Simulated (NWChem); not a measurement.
# C₂H₃O₂, doublet; SMILES [O]C(=O)C

```xyz
7

C      0.0213     1.3381    -0.0073
C     -0.0076    -0.1491    -0.0049
O     -1.0468    -0.8331     0.1133
O      1.0127    -0.8682    -0.1012
H      0.3780     1.6894     0.9730
H     -0.9848     1.7381    -0.1897
H      0.7238     1.6963    -0.7728
```
Atoms are numbered in this order, from 1.

Results from NWChem. Pople sets run with spherical d functions. Spin-unrestricted. All runs use the structure optimised with PBE0/def2-SVP, spin-unrestricted. No stability test was run on the SCF state. Level: PBE0/6-31G* with SMD (1 M gas to 1 M solution), gas-phase geometry. Reactions with the solvent are ignored.

For solvent toluene:

```
Property                          Result
--------------------------------  ------
solvation free energy (kcal/mol)    -4.4
dipole in solution (D)              3.45
```

**Question.** Estimate the same quantities for solvent ethyl acetate.

**Answer.** 
| Property | Result |
|---|---|
| solvation free energy (kcal/mol) | -5.8 |
| dipole in solution (D) | 3.60 |
